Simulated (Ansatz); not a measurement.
Calculated with Ansatz (gas phase, PBE0-D4/def2-TZVP geometries, no zero-point term in ΔE). CCSD(T)/CBS adds triple-zeta CCSD(T) − MP2 to the extrapolated MP2 energy (def2 sets, frozen cores). This one scheme is used for every species. Functionals use def2-TZVPP. Each species was taken in one conformer, which may not be the lowest.

Consider the formal exchange of groups at the Si–C bond: `CC[SiH](F)[SiH3]` + SiH₄ → `F[SiH]([SiH3])[SiH3]` + `CC`.

| level | ΔE (kcal/mol) |
| --- | --- |
| PBE | -3.0 |
| HF/CBS(def2) | 1.2 |

Q: What does CCSD(T)/CBS give? (Estimate.)

A: Computed: +0.4 kcal/mol. The listed levels differ from it by -3.4, 0.8 kcal/mol.

Q: What do rigid-rotor, harmonic-oscillator terms from PBE0-D4/def2-TZVP frequencies (298.15 K, 1 bar) make of the CCSD(T)/CBS value? (Estimate.)

A: The calculation gave: ΔZPE = +1.8 kcal/mol, ΔH = +2.2 kcal/mol, ΔS = 16 J/(mol·K), ΔG = +1.1 kcal/mol.

Largest T1 diagnostic among the species: 0.013.

Leaving LDA and LC-ωPBE aside and taking each functional with its dispersion term where it has one, the values, not all of them listed here, spread over 4.1 kcal/mol, from PBE-D4 to ωB97M-V. LDA lies +1.7 kcal/mol from PBE without D4. From PBE to PBE0 (25 % exact exchange), in def2-TZVPP and without D4, ΔE moves by +0.9 kcal/mol.
